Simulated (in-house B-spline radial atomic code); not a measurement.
**Removing one electron from Tm LXVI (Tm65+)**

Closed shell [He] 2s2. Computed with a B-spline radial code for spherical atoms: Koopmans values of Dirac-Hartree-Fock plus a diagonal self-energy, in second order or with its direct term screened (direct RPA, with the hole-particle interaction, or full time-dependent Hartree-Fock), linearised in energy; no-pair Dirac-Coulomb Hamiltonian, finite nucleus. Shifts add to the Koopmans value (the ΔSCF shift is orbital relaxation alone); the final value takes TDHF screening with Breit and QED.

Command:
```bash
python run_mb.py task.json out
```
Settings (nuclear radius in fm, box in bohr, cutoff in hartree):
```
basis_form          2
Z                   69
core_configuration  [He] 2s2
rms_radius          5.2256
mass_number         169
speed_of_light      137.036
box_radius          2.119
lmax                7
intervals           56
virtual_cutoff      19044.0
```

Time taken, with all properties: 0.7 s on 1 thread of Intel(R) Xeon(R) 6975P-C, on a shared host.

Energies in eV:

| subshell | Koopmans | ΔSCF shift | second order | direct RPA | hole-particle | TDHF | Breit + QED | final |
| --- | --- | --- | --- | --- | --- | --- | --- | --- |
| 2s1/2 | 16535.75 | -0.350 | ? | ? | ? | ? | ? | ? |

(1) What does the self-energy do to 2s1/2?

Answers

(1) It shifts the removal energy by 5.998 eV in second order, 4.491 with direct RPA, 5.532 with the hole-particle term and 5.781 with TDHF screening (quasi-particle weight 0.994); Breit and QED add -30.290 eV. The final value is 16511.24 eV, against 16510 ± 30 eV (NIST, tabulated theory).
